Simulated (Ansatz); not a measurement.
PBE exchange is replaced step by step with exact exchange (0 % is PBE, 25 % PBE0; no dispersion term), basis def2-TZVP, Ansatz. System: Ag3 (the lowest doublet isomer of a short search). Charge 0, multiplicity 2. Geometry: PBE-D4/def2-TZVP, each spin state at its own.

Geometry of the doublet:

```xyz
3

Ag    0.523   -1.517    0.485
Ag    0.391    0.399   -1.333
Ag   -0.914    1.118    0.848
```

In the def2 sets Ag takes a core potential; there is no spin–orbit coupling. The structure comes from a short search, and lower isomers may exist.

HOMO and LUMO are taken over both spins.

```tsv
exact exchange (%)	HOMO (eV)	LUMO (eV)	gap (eV)	⟨S²⟩	quartet − doublet (kJ/mol)
0	-3.79	-3.49	0.29	0.753	212.7
5	-3.86	-3.33	0.53	0.754	210.2
10	-3.93	-3.17	0.76	0.755	207.5
15	-4.01	-3.01	1.00	0.757	204.7
25	-4.16	-2.69	1.47	0.760	198.8
35	-4.31	-2.37	1.93	0.763	192.9
50	-4.54	-1.90	2.63	0.769	184.2
```
